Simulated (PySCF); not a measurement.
Species: C7H10.
Structure used (GFN2-xTB), in Å, numbered top down from 1:
```xyz
17
C7H10 angstrom
C      2.9775   -0.3728   -1.2253
C      2.3199    0.2945   -0.4732
C      1.5795    1.1038    0.4136
C      0.3055    0.8895    0.7364
C     -0.5348   -0.2343    0.2153
C     -1.7356    0.3301   -0.5473
C     -1.0046   -1.1137    1.3765
H      3.5465   -0.9594   -1.8828
H      2.1252    1.9409    0.8319
H     -0.1890    1.5627    1.4246
H      0.0685   -0.8406   -0.4683
H     -1.4012    0.9371   -1.3858
H     -2.3542   -0.4779   -0.9309
H     -2.3459    0.9496    0.1071
H     -0.1509   -1.5316    1.9055
H     -1.5976   -0.5326    2.0803
H     -1.6158   -1.9333    1.0058
```

Jobs on this species (17 atoms, 52 electrons) with PySCF (density fitting). Hardware of each: one thread of an Intel Xeon Platinum 8488C, shared host. The host was shared with other jobs, so the times are rough. Peak memory is the resident size of the whole Python process, interpreter and libraries included.

```tsv
level and settings	work	basis functions	SCF cycles	wall time	peak memory
PBE0/def2-SVPD, start guess atom, energy threshold 1e-07 Eh	3 singlets by full TDDFT, 5 Tamm–Dancoff triplets, polarisability, density and orbital grids written	220	?	?	?
PBE0/6-31G-J, IEF-PCM benzene, grid level 4	spin–spin couplings from 17 perturbed nuclei, spin–dipole term left out	124	?	?	?
PBE0/6-31G-J	shieldings	124	14	14 s	0.65 GiB
LDA/6-31G-J	shieldings, charges and field gradients, density and orbital grids written	124	16	28 s	0.55 GiB
```

Fill in the missing figures.

- PBE0/def2-SVPD, start guess atom, energy threshold 1e-07 Eh; 3 singlets by full TDDFT, 5 Tamm–Dancoff triplets, polarisability, density and orbital grids written: 39 s, 0.86 GiB, 9 SCF cycles
- PBE0/6-31G-J, IEF-PCM benzene, grid level 4; spin–spin couplings from 17 perturbed nuclei, spin–dipole term left out: 31 s, 0.79 GiB, 14 SCF cycles

What do all jobs in the table cost together?

About 1.9 min; the longest takes about 35 % of that, and about 2.8 times as long as the shortest.
